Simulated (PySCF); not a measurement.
C6H5F3Si.
Atom-mapped SMILES: `[F:1][C:2]([F:3])([F:4])[C:5]#[C:6][C:7]1=[CH:8][CH2:9][SiH2:10]1`

Probes without a nucleus sit at each ring's centroid and 1 Å off its mean plane on both sides; NICS is minus the shielding there, NICSzz its component along the normal. Level: GIAO PBE0/pcSseg-1 (PySCF, non-relativistic, gas phase) on the GFN2-xTB geometry, one conformer.

Ring bond lengths (Å), with Mayer bond orders in brackets: C7–C8 1.346 (1.73), C8–C9 1.501 (1.02), C9–Si10 1.932 (0.91), Si10–C7 1.911 (0.84).

Q: What do the NICS probes read (ppm)?

A: 
```json
{"ring": "C7–C8–C9–Si10", "type": "4-membered ring with Si; formal bonds 1 double, 3 single", "NICS(0)": "0.2", "NICS(1), two faces": "-2.2 / -2.2", "NICS(1)zz, two faces": "3.1 / 3.1", "rms pucker (Å)": "0.00", "centre to ring atoms, mean (Å)": "1.18"}
```

Q: What can be read from them?

A: 
- C7–C8–C9–Si10: mean NICS(1)zz 3.1 ppm, deshielded. C9, Si10 have four or more neighbours, so the value isn't read as a sign of a π ring current.

Q: How shielded are the nuclei of the rings and their hydrogens (means over atoms taken as equivalent)?

A: 
```
         atoms                      environment  σ isotropic (ppm)  principal values of the symmetric part, first atom (ppm)
            C7  fully substituted alkene carbon               55.7                                        -38.6, 56.0, 149.7
            C8                 alkene CH carbon               12.9                                        -108.5, 5.0, 142.3
            C9      sp3 carbon bound to silicon              166.5                                       147.7, 167.1, 184.7
          Si10                     SiH2 silicon              380.2                                       349.6, 364.1, 426.8
       H on C8                 vinylic hydrogen              24.12                                          22.4, 23.4, 26.6
  H on C9 (×2)               methylene hydrogen              29.63                                          26.3, 27.2, 35.4
H on Si10 (×2)                    Si–H hydrogen              26.57                                          24.1, 24.7, 31.0
```
